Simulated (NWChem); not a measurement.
System: SiNH2I, singlet; SMILES I[Si]N

```xyz
5

Si     0.7003     1.5891     0.0000
I     -0.0057    -0.8303     0.0000
N     -0.8567     2.3034     0.0000
H     -1.7548     1.8267     0.0000
H     -0.9546     3.3158     0.0000
```
Atoms are numbered in this order, from 1.

Level: PBE0/def2-SVP with def2 effective core potentials on I (NWChem), optimised geometry, unscaled harmonic frequencies. Low-valent species are run as closed-shell singlets; no triplet was tried in these runs. def2 effective core potentials on I; no spin-orbit coupling.

### Question
List the harmonic frequencies with IR intensities, and the thermochemistry.

### Answer
```tsv
frequency (cm⁻¹)	IR intensity (km/mol)
203	4.1
330	46.8
505	10.3
561	192.9
748	46.9
878	73.7
1524	69.6
3568	50.6
3679	56.3
```

```yaml
zero_point_energy: 17.1 kcal/mol
thermal correction to the enthalpy at 298.15 K (with zero-point energy): 20.5 kcal/mol
heat capacity Cv: 13.1 cal/(mol K)
entropy at 298.15 K and 1 atm (symmetry number 1): 72.2 cal/(mol K)
```

Rigid rotor and harmonic oscillator.
